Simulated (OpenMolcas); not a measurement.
# Ni⁷⁺: Racah parameters, the spin-orbit constant, worked from levels

* Program: OpenMolcas
* Basis: ANO-R2 [6s5p4d2f1g]
* Scalar Hamiltonian: X2C, finite nucleus
* Active space: 3 electrons in 5 orbitals (3d)
* State averaging: 2S+1 = 4 even, 10 roots; 2S+1 = 2 even, 40 roots
* Spin-orbit coupling: state interaction with AMFI integrals over the reference wave functions, term energies averaged over their components

Methods: CASSCF; MS-CASPT2, IPEA 0.25 Eh, imaginary shift 0.1 Eh (closed shells correlated: 3s 3p). Measured levels: Corliss and Sugar, J. Phys. Chem. Ref. Data 10, 197 (1981).

**Racah parameters.** Above ⁴F, d3 has ⁴P at 15B, ²G at 4B + 3C and ²H at 9B + 3C. The first two fix B and C, and the third tests them; where it misses by thousands of cm-1, two parameters do not describe the configuration (Trees and configuration-interaction terms are left out) and B and C hang on the terms chosen. Term energies are centres of gravity, weighted by 2J + 1.

```tsv
Source	⁴P	²G	B	C	C/B	²H from B, C	²H found
CASSCF	27044	27965	1803	6918	3.84	36981	37271
MS-CASPT2	22766	25018	1518	6316	4.16	32610	35309
```

Energies in cm-1. From CASSCF to MS-CASPT2, B changes by -15.8 % and C by -8.7 %.

**The spin-orbit constant.** For the Hund term ⁴F of d3, E(J) = (A/2) J(J+1) + constant and ζ = 2S·A = 3A. From J = 3/2 to J = 9/2 the energy changes by 10.5 A.

```json
{"Source": "CASSCF", "E(9/2) - E(3/2)": "3740.5", "A": "356.2", "ζ": "1069"}
{"Source": "MS-CASPT2", "E(9/2) - E(3/2)": "3747.6", "A": "356.9", "ζ": "1071"}
{"Source": "measured", "E(9/2) - E(3/2)": "3721.0", "A": "354.4", "ζ": "1063"}
```

All in cm-1. MS-CASPT2 is off by +0.7 % and CASSCF by +0.5 %. Both methods take the spin-orbit matrix elements from the reference wave functions, so the second can move ζ only through the term energies and any multistate remixing. Second-order mixing with other terms is absorbed into this ζ.

CASPT2 breaks the degeneracy within a term, and the mean is taken; among the terms shown or strongly mixed into the levels shown the widest spread is 930 cm-1 (3d³ ⁴F, MS-CASPT2). Without dynamic correlation excited terms often stand tens of per cent too high (terms of higher spin than the ground term too low), and those without a measured partner can miss by more than the paired ones (holds for CASSCF). Measured partners are found by configuration, term and J. A level has none where our copy of the source lacks it or the pairing is in doubt (some pairs that miss far off the trend of their configuration count as doubtful), and it then counts in no deviation. Only configurations of the active space appear.
